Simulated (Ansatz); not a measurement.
Consider the formal exchange of groups at the Se–C bond: `F[SiH2]OC[SeH]` + `[F][InH][Cl]` → `[F][In]([Cl])[SeH]` + `CO[SiH2]F`.

Program: Ansatz. Geometries: PBE0-D4/def2-TZVP. ΔE: electronic, gas phase. CBS: MP2 limit from def2 TZ/QZ plus the TZ coupled-cluster correction, frozen cores. Functionals use def2-TZVPP. HSE06 is defined as in plane-wave codes. Elements past krypton have def2 core potentials. For In, Se outer-core shells are correlated without core-valence functions, which leaves a few kJ/mol of doubt a bond. Scalar relativity is left out up to krypton. Each species was taken in one conformer, which may not be the lowest.

(1) Is it downhill or uphill in electronic energy at CCSD(T)/CBS, and by how much? (An estimate is asked.)

(2) What do these levels give: LDA (SPW92), BLYP-D4, HSE06-D4, BLYP, r2SCAN, BHLYP, CAM-B3LYP, RPA@PBE/def2-TZVPP, CCSD/def2-SVP, SCS-MP2/def2-TZVPP, CCSD/def2-TZVPP, HF/def2-QZVPP? (Best estimate.)

Largest T1 diagnostic among the species: 0.015.

Answers

(1) The calculation gave: Downhill: ΔE = -145.5 kJ/mol.

(2) Computed: LDA (SPW92) -125.5, BLYP-D4 -134.1, HSE06-D4 -140.5, BLYP -143.0, r2SCAN -140.9, BHLYP -151.2, CAM-B3LYP -142.2, RPA@PBE/def2-TZVPP -135.4, CCSD/def2-SVP -152.7, SCS-MP2/def2-TZVPP -143.9, CCSD/def2-TZVPP -142.5, HF/def2-QZVPP -159.6 kJ/mol.

From PBE to PBE0 (25 % exact exchange), in def2-TZVPP and without D4, ΔE moves by −5.5 kJ/mol. Leaving LDA and LC-ωPBE aside and taking each functional with its dispersion term where it has one, the values, not all of them listed here, spread over 18.9 kJ/mol, from BHLYP-D4 to revPBE-D4. LDA lies +12.2 kJ/mol from PBE without D4. At CCSD(T), def2-SVP lies −5.0 kJ/mol from the extrapolated value and def2-TZVPP +5.1 kJ/mol.
